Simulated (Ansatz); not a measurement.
What each rung costs, and what it gives

Saddle point of AlSiH5ClF, singlet (SiH₃Cl ([SiH3][Cl]) + AlH₂F ([F][AlH2]) → AlH₂Cl ([AlH2][Cl]) + SiH₃F ([F][SiH3]) (still joined by a long Al–F bond); bonds formed: F2–Si5; dative contacts that become bonds: Al1–Cl6; bonds broken: Si5–Cl6; bonds weakened to dative contacts: Al1–F2), PBE0-D4/def2-TZVP structure:

Al1  (-1.545, -0.262, -0.773)
F2  (-0.237, 0.921, -0.352)
H3  (-1.381, -0.701, -2.277)
H4  (-2.885, 0.170, -0.067)
Si5  (1.232, 0.279, 0.609)
Cl6  (-0.313, -1.580, 0.583)
H7  (2.036, 0.072, -0.610)
H8  (1.828, -0.541, 1.697)
H9  (1.264, 1.642, 1.189)
(Å)

Barriers are electronic and count from the start structure reached by relaxing down the imaginary mode.

Program: Ansatz 0.2.0. Basis: as named in each row. Cores are frozen in the correlated methods. B3LYP uses VWN-RPA correlation. Extrapolation: Hartree–Fock as exp(−7.88 √X), correlation as X^−2.97.

Times are rough, for one single point on 4 threads of a shared host (Intel Xeon).

The estimate by CCSD(T) at an estimated basis limit (MP2 extrapolated from triple and quadruple zeta, plus CCSD(T) − MP2 in triple zeta) is 8.97 kcal/mol.

```
      method       basis  time (s)  barrier (kcal/mol)  method less estimate
          HF      STO-3G   under 1              -11.70                -20.67
      PBE-D4      STO-3G   under 1              -25.68                -34.65
       SPW92    def2-SVP   under 1                2.00                 -6.97
      PBE-D4    def2-SVP         1                5.42                 -3.55
    B3LYP-D4       6-31G         2                6.31                 -2.66
     PBE0-D4    def2-SVP         2                6.05                 -2.92
       SPW92  def2-TZVPP         2                4.30                 -4.67
     BLYP-D4  def2-TZVPP         3                9.29                  0.31
      PBE-D4  def2-TZVPP         3                7.56                 -1.41
     CCSD(T)    def2-SVP         4                9.12                  0.15
    B3LYP-D4  def2-TZVPP         4                9.46                  0.48
    BHLYP-D4  def2-TZVPP         4                9.97                  0.99
CAM-B3LYP-D4  def2-TZVPP         5                9.20                  0.22
     PBE0-D4  def2-TZVPP         6                8.12                 -0.85
   r2SCAN-D4  def2-TZVPP         6                7.71                 -1.27
     wB97M-V    def2-SVP         6                5.76                 -3.21
  r2SCAN0-D4  def2-TZVPP         8                8.15                 -0.83
  RPA on PBE  def2-TZVPP         8                9.25                  0.28
      B2PLYP  def2-TZVPP         9                9.64                  0.67
    PBE-QIDH  def2-TZVPP        10                8.70                 -0.28
      B97M-V  def2-TZVPP        11                8.45                 -0.53
     wB97X-V  def2-TZVPP        11                8.95                 -0.02
     wB97M-V  def2-TZVPP        13                8.07                 -0.90
         MP2  def2-QZVPP        31                9.06                  0.08
     CCSD(T)  def2-TZVPP        88                9.52                  0.54
```

All methods are single points on the PBE0-D4 structures; a negative value means that the method puts the saddle structure below the start.

T1 diagnostic: at most 0.011.

Ligand swaps between two centres remove the fluorinated layer in thermal atomic layer etching, and scramble precursors in the gas phase.

Labels in which every atom is bracketed show which atoms are joined, not bond orders.
